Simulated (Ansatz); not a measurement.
Cl$_{5}$HOW, SMILES `[OH][W]([Cl])([Cl])([Cl])([Cl])[Cl]`. Total charge 0; spin multiplicity 1. W: def2 effective core potential. The structure was optimised at the PBE0-D4/def2-TZVP level. It is one conformer, not always the lowest.

```xyz
8

O    -0.683   -1.432    0.194
W    -0.030    0.286   -0.016
Cl    2.031   -0.787   -0.215
Cl   -2.097    1.220    0.194
Cl    1.112    2.246   -0.310
Cl    0.259    0.539    2.250
Cl   -0.350    0.214   -2.291
H    -0.242   -2.287    0.194
```

What is the dipole moment at ωB97M-V/def2-TZVPP? (Estimate.)

Computed: 2.11 D, with components (-0.64, -2.00, 0.23) D in this frame, pointing from negative to positive charge.

And with PBE, r2SCAN, B3LYP? (Best estimate.)

Computed: PBE 2.02 D, r2SCAN 2.09 D, B3LYP 2.01 D.

Give the Mulliken charges with ωB97M-V, PBE, B3LYP in def2-TZVPP. (Best estimate.)

Computed: 
```
atom  ωB97M-V    PBE  B3LYP
  O1    -0.25  -0.21  -0.27
  W2     0.73   0.69   0.90
 Cl3    -0.20  -0.19  -0.23
 Cl4    -0.11  -0.11  -0.14
 Cl5    -0.10  -0.11  -0.14
 Cl6    -0.14  -0.14  -0.17
 Cl7    -0.14  -0.14  -0.17
  H8     0.22   0.22   0.22
```

B3LYP here is the variant with VWN-RPA as its local correlation; programs differ in this.
